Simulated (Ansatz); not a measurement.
Geometry optimisation, RKS LDA/6-31G (Ansatz).

Input file:

```yaml
crystal:
  periodic: [false, false, false]
  atoms:
    - { symbol: O, position_ang: [-2.281, -1.0243, -0.7345] }
    - { symbol: C, position_ang: [-1.0163, -1.1744, -1.1846] }
    - { symbol: B, position_ang: [-1.02075, -0.93524, -2.73038] }
    - { symbol: Si, position_ang: [-0.30564, -2.34014, -4.01589] }
    - { symbol: Si, position_ang: [-1.60593, -4.14246, -3.75498] }
    - { symbol: O, position_ang: [-1.424, -4.82675, -2.19444] }
    - { symbol: H, position_ang: [-2.3519, -0.0554, -0.3758] }
    - { symbol: H, position_ang: [-0.34857, -0.42883, -0.72958] }
    - { symbol: H, position_ang: [-0.61488, -2.18984, -0.97311] }
    - { symbol: H, position_ang: [-1.4014, 0.08727, -3.22125] }
    - { symbol: H, position_ang: [-0.46917, -1.8165, -5.36522] }
    - { symbol: H, position_ang: [1.03845, -2.64894, -3.67697] }
    - { symbol: H, position_ang: [-3.06474, -3.81697, -3.9413] }
    - { symbol: H, position_ang: [-1.2308, -5.14196, -4.76586] }
    - { symbol: H, position_ang: [-2.03406, -4.27023, -1.62682] }
basis:
  gaussian: { orbitals: "6-31G" }
hamiltonian:
  xc: lda
relax:
  f_tol: 0.015
  max_steps: 40
```

Launched with:

```bash
$ ansatz run input.yaml --threads 1 --pin off --max-ram 2048MiB --backend cpu --events-out ev --progress --plain --runs-dir out
```

**Question.** Where does it end, and by what steps?

**Answer.** The run converged. Limits of this set-up: no polarisation functions. After 23 steps the energy has fallen by 1.482 eV; H7 moved furthest, 1.18 Å.

| step | energy less start (eV) | largest force component (eV/Å) | accepted |
| --- | --- | --- | --- |
| 0 | 0.0000 | 3.912 | yes |
| 1 | -0.7451 | 1.689 | yes |
| 2 | -0.9174 | 0.506 | yes |
| 3 | -1.0109 | 0.389 | yes |
| 4 | -1.0998 | 0.549 | yes |
| 5 | -1.2039 | 0.574 | yes |
| 6 | -1.3339 | 0.574 | yes |
| 7 | -1.4301 | 0.415 | yes |
| 8 | -1.3512 | 1.330 | no |
| 9 | -1.4577 | 0.135 | yes |
| 10 | -1.4641 | 0.239 | yes |
| 11 | -1.4675 | 0.093 | yes |
| 12 | -1.4694 | 0.086 | yes |
| 13 | -1.4708 | 0.041 | yes |
| 14 | -1.4709 | 0.073 | yes |
| 15 | -1.4723 | 0.040 | yes |
| 16 | -1.4748 | 0.056 | yes |
| 17 | -1.4754 | 0.174 | yes |
| 18 | -1.4775 | 0.107 | yes |
| 19 | -1.4790 | 0.081 | yes |
| 20 | -1.4809 | 0.085 | yes |
| 21 | -1.4814 | 0.037 | yes |
| 22 | -1.4814 | 0.025 | no |
| 23 | -1.4816 | 0.014 | yes |

```xyz
15
Properties=species:S:1:pos:R:3
O -1.980 -1.775 -0.574
C -0.717 -1.395 -1.244
B -0.990 -1.112 -2.757
Si -0.107 -2.105 -4.175
Si -1.779 -3.807 -3.619
O -2.068 -3.951 -1.941
H -2.682 -1.107 -0.782
H -0.258 -0.517 -0.736
H -0.056 -2.261 -1.053
H -2.002 -0.494 -3.027
H -0.319 -1.748 -5.630
H 1.261 -2.705 -3.929
H -3.017 -3.445 -4.433
H -1.236 -5.141 -4.092
H -2.182 -3.163 -1.300
```

Run time: 92 s on 1 thread of Arm Neoverse V2, on a shared host, peak memory 0.15 GiB.
